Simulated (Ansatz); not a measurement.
`FC[SiH3]` and `FC[SiH2][SiH2]F` differ in one atom or group.

Ansatz, PBE0-D4/def2-TZVP geometries, multiplicity 1. Each molecule was computed in one conformer, which needn't be the lowest.

```tsv
property	`FC[SiH3]`
size of the dipole moment (ωB97M-V/def2-TZVPP) / D	1.57
LUMO energy (PBE/def2-TZVPP) / eV	-0.31
HOMO–LUMO gap (PBE/def2-TZVPP) / eV	6.90
HOMO–LUMO gap (PBE0/def2-TZVPP) / eV	9.24
HOMO–LUMO gap (ωB97M-V/def2-TZVPP) / eV	13.08
size of the dipole moment (B3LYP/def2-TZVPP) / D	1.58
```

(1) What does the change do to each property? (Estimate.)

Answers

(1) Ansatz gave: 
```tsv
property	`FC[SiH2][SiH2]F`	shift
size of the dipole moment (ωB97M-V/def2-TZVPP) / D	1.73	0.16
LUMO energy (PBE/def2-TZVPP) / eV	-1.56	-1.25
HOMO–LUMO gap (PBE/def2-TZVPP) / eV	5.47	-1.43
HOMO–LUMO gap (PBE0/def2-TZVPP) / eV	7.58	-1.66
HOMO–LUMO gap (ωB97M-V/def2-TZVPP) / eV	11.40	-1.68
size of the dipole moment (B3LYP/def2-TZVPP) / D	1.75	0.17
```

With PBE0 the HOMO rises by 0.45 eV and the LUMO falls by 1.20 eV, so the gap narrows by about 1.65 eV. PBE moves the HOMO by 0.18 eV and ωB97M-V by 0.70 eV. The zero-point energy changes by 33.5 kJ/mol with +9 modes. Dipoles are sizes alone; their direction can turn.

B3LYP here is the variant with VWN-RPA as its local correlation; programs differ in this.
